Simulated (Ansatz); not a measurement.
Cost and result up the ladder for CdCl2 (3 atoms). Charge 0, multiplicity 1. Geometry: PBE0-D4/def2-TZVP.

Cartesian coordinates in Å:
```
Cd 0.001 0.000 0.000
Cl 1.668 1.421 -0.569
Cl -1.669 -1.420 0.568
```

Ansatz on 4 threads of Arm Neoverse V1 on a shared host. Times are rough, and most runs start from the orbitals of an earlier one. r2SCAN0-D4/def2-TZVP serves as the yardstick here, not as an exact answer. Differences are given only for rows in sets of like size (and for xTB, whose basis is part of the method), since another set adds its own error. Binding counts from free atoms at the same level (Cd singlet, Cl doublet; other spins of the atoms weren't run), without zero-point energy or a counterpoise term.

In the def2 sets Cd takes a core potential; there is no spin–orbit coupling. B3LYP takes the VWN-RPA correlation. HSE06 is defined as in plane-wave codes, on full-range PBE exchange. Correlated methods freeze 10 core orbitals; core or outer-core shells of Cd are correlated, in sets that lack core-valence functions.

Correlated methods converge slowly with the basis.

```
                          level  functions  binding energy per atom (eV)  difference from r2SCAN0-D4/def2-TZVP (eV)
            r2SCAN-D4/def2-TZVP        114                          1.99                                       0.03
                  MP2/def2-TZVP        114                          1.99                                       0.03
               PBE0-D4/def2-SVP         67                          1.96                                          –
                   HF/def2-TZVP        114                          1.46                                      -0.49
            revPBE-D4/def2-TZVP        114                          1.85                                      -0.10
             HSE06-D4/def2-TZVP        114                          1.95                                      -0.01
             PBE-QIDH/def2-TZVP        114                          1.99                                       0.04
           r2SCAN0-D4/def2-TZVP        114                          1.95                                       0.00
PBE0-D4/def2-TZVP (with forces)        114                          1.95                                      -0.01
               PBE-D4/def2-TZVP        114                          1.94                                      -0.02
              RPA@PBE/def2-TZVP        114                          1.64                                      -0.32
               B2PLYP/def2-TZVP        114                          1.84                                      -0.11
             B3LYP-D4/def2-TZVP        114                          1.80                                      -0.15
             CCSD(T)/def2-TZVPP        140                          1.82                                      -0.13
```

Task: Estimate how long each takes.

Result: HF/def2-TZVP 0.45 s; MP2/def2-TZVP 0.55 s; revPBE-D4/def2-TZVP 0.65 s; PBE-D4/def2-TZVP 0.7 s; PBE0-D4/def2-SVP 0.7 s; HSE06-D4/def2-TZVP 0.9 s; B3LYP-D4/def2-TZVP 0.95 s; RPA@PBE/def2-TZVP 1.4 s; PBE0-D4/def2-TZVP (with forces) 1.4 s; B2PLYP/def2-TZVP 1.6 s; PBE-QIDH/def2-TZVP 1.7 s; r2SCAN-D4/def2-TZVP 1.8 s; r2SCAN0-D4/def2-TZVP 2 s; CCSD(T)/def2-TZVPP 3.7 s. On shared hardware such times vary by a factor of up to 3.
